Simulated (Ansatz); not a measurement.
Isomers of B2Mo2 (singlet), relaxed with r2SCAN-D4/def2-TZVP; total energies from Ansatz at CAM-B3LYP-D4/def2-TZVP.

```csv
isomer,description,energy (Eh)
A,point group C2v; 4 × B–Mo 2.06 to 2.07 Å; 1 × Mo–Mo 2.16 Å; 1 × B–B 1.63 Å,-185.72986
B,point group C2v; 4 × B–Mo 1.98 Å; 1 × Mo–Mo 2.23 Å,-185.75778
```

In the def2 sets Mo takes a core potential; there is no spin–orbit coupling.

The isomers come from a short search, and lower ones may exist.

Q: Work out the relative energies (1 Eh = 2625.5 kJ/mol) and the Boltzmann populations at 800 K from electronic energies alone (R = 8.314 J/mol/K).

A: ΔE: A 73.3, B 0.0 kJ/mol. RT = 6.65 kJ/mol. Factors exp(−ΔE/RT): A 1.63e-05, B 1; sum 1.000. Populations: A 0.0 %, B 100.0 %. Zero-point energy, vibrational entropy and symmetry numbers are left out and can shift these; an error of 4 kJ/mol changes a ratio by a factor of 1.8. Over the other density-functional and correlated levels in def2 sets, the gap between B and A ranges from 32 to 52 kJ/mol.
